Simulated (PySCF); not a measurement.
## Carbon: a sound run and one with changed settings

Sound run: C⁺ [He] 2s2 2p1, C²⁺ [He] 2s2. Calculation: PySCF 2.14, in def2-TZVP; the non-relativistic Hamiltonian (point nucleus). In the sound run the correlated levels freeze 1s2. The sound run starts from symmetry-adapted Hartree-Fock orbitals and uses a fine grid where one is needed.

Changed run: all electrons correlated in a basis built for the valence shell.

```tsv
species	method	sound run (hartree)	changed run (hartree)	converged
C⁺	MP2	-37.34547	-37.36122	yes
C⁺	CCSD(T)	-37.37057	-37.38705	yes
C²⁺	MP2	-36.44981	-36.46505	yes
C²⁺	CCSD(T)	-36.47998	-36.49566	yes
```

Ionisation energy of C⁺:

```
 method  sound run (eV)  changed run (eV)
    UHF          24.170            24.170
    MP2          24.372            24.386
SCS-MP2          24.335            24.343
   CCSD          24.203            24.227
CCSD(T)          24.234            24.256
```

A valence basis has no tight correlating functions, so it recovers only part of the core correlation, and not evenly between atom and ion.

For comparison, NIST gives 24.383 eV between the lowest levels.
